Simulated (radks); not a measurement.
The numbers below are computed, except where a source is named.
Neutral barium inside a hard spherical wall (all orbitals vanish at R), configuration held at [Xe] 6s2 and not refilled when levels cross. Level of theory: scalar-relativistic Kohn-Sham, PBEsol, spin-polarised, spherical densities, finite nucleus; Fermi nuclear charge, rms radius 4.8378 fm (a radial shooting solver on a logarithmic mesh with Libxc functionals). Eigenvalues in eV for spin up, with the zero of energy where the potential of the charges vanishes at infinity; a dash marks a level that is unbound or too diffuse for the functional's potential to be trusted. A positive occupied level is held by the wall or, in an anion where self-interaction has pushed it up, behind a barrier. The pressure on the wall is -dE/dV.

R (bohr)  E (hartree)  kinetic (hartree)    e(4d)    e(5s)    e(5p)   e(6s)  e(5d, empty)  e(6p, empty)  pressure (GPa)
free       -8132.0286           8583.366  -89.611  -33.701  -18.742  -3.247        -2.029        -1.230               0
15         -8132.0285           8583.367  -89.603  -33.693  -18.735  -3.241        -2.022        -1.205        0.000621
12         -8132.0276           8583.376  -89.530  -33.621  -18.665  -3.188        -1.962        -1.073          0.0149
8          -8131.9953           8583.559  -88.521  -32.654  -17.730  -2.259        -1.121         0.563            1.03
7          -8131.9509           8583.755  -87.738  -31.920  -17.032  -1.293        -0.412         2.102            3.16
6          -8131.8435           8584.180  -86.447  -30.750  -15.932   0.727         0.862         5.151            10.7
5          -8131.5569           8585.272  -84.017  -28.693  -14.000   5.429         3.430        11.773            43.9
4          -8130.6260           8588.801  -78.241  -24.213   -9.544  18.350         9.782        28.362             247
3.5        -8129.3795           8593.358  -72.314  -19.690   -4.665  33.217        16.761        46.163             681
3          -8126.6245           8602.802  -62.477  -11.544    4.671  61.661        29.915        78.687            2120
2.5        -8119.9365           8624.024  -46.073    5.275   24.587  119.87        57.003        142.75            7790
